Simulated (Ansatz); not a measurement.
This geometry of ClF3H3NSi (9 atoms, charge 0, multiplicity 1) is a first-order saddle point.

The calculation used RKS B3LYP/def2-SVP in Ansatz 0.2.0.

```xyz
9
Properties=species:S:1:pos:R:3
Si -0.411 0.048 -0.150
Cl 0.191 0.711 2.511
F 0.765 -1.004 0.061
F -0.093 1.588 -0.401
F -1.049 -0.416 -1.560
N -1.833 -0.228 0.947
H -2.158 -1.200 0.963
H -2.632 0.378 0.734
H -1.230 0.123 1.940
```

Which two structures does it join? (They come from a converged band through this point; their orientation in space is the band's.)

Bonds broken: Si1–Cl2, N6–H9. Bonds formed: Cl2–H9. ClF3H3NSi becomes ClH + F3H2NSi.

First end point:

```xyz
9
Properties=species:S:1:pos:R:3
Si -0.074 -0.001 0.170
Cl 0.544 0.226 2.151
F 1.404 -0.002 -0.505
F -0.652 1.299 -0.623
F -0.528 -1.478 -0.344
N -2.029 -0.009 0.953
H -2.705 -0.128 0.193
H -2.245 0.867 1.433
H -2.164 -0.774 1.618
```

Last end point:

```xyz
9
Properties=species:S:1:pos:R:3
Si -0.549 -0.031 -0.550
Cl -0.362 0.562 3.633
F 0.714 -0.955 -0.226
F -0.118 1.506 -0.635
F -1.065 -0.455 -2.009
N -1.703 -0.203 0.701
H -2.025 -1.140 0.938
H -2.479 0.456 0.731
H -0.863 0.262 2.461
```

How far does it lie above each of them?

1.18 eV above the first and 0.68 eV above the second. This is the barrier of this one path; another mechanism may lie lower. The orbitals stay closed-shell, which can raise the energy where a bond breaks towards radicals; this wasn't checked here.

The run took 13 min on 2 threads of Intel(R) Xeon(R) Platinum 8259CL CPU @ 2.50GHz (Skylake/Cascade Lake), with other jobs on the host, peak memory 0.29 GiB.
